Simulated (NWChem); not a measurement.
**Lowest excitation of CdCl$_{2}$**

```
Cd
Cl 1 2.2765
Cl 1 2.2765 2 180.00
```
Charge 0, spin multiplicity 1.

All runs are NWChem calculations. All single points use one geometry, from PBE0/def2-SVP with def2 effective core potentials on Cd, a minimum by its harmonic frequencies.

Basis set: def2-SVPD.

```csv
method,lowest vertical singlet excitation energy (eV),relative cost,difference from EOM-CCSD
CIS,6.79,under 3,+0.96
TD-PBE,4.51,under 3,-1.32
TD-B3LYP,4.89,3,-0.94
EOM-CCSD,5.83,20,0.00
TD-LDA (SVWN5),4.41,1,-1.42
```

The values span 2.38 eV, from TD-LDA (SVWN5) (lowest) to CIS (highest). Costs are rough ratios of processor time within this set of runs, SCF included, with TD-LDA (SVWN5) as 1.

Effective core potentials replace the inner electrons of Cd; spin-orbit coupling is left out. The correlated methods keep 14 core orbitals frozen. B3LYP has NWChem's definition, with VWN1-RPA local correlation. The structure started from a generated list of species. Coupled-cluster values serve here as a point of comparison, not as the truth.
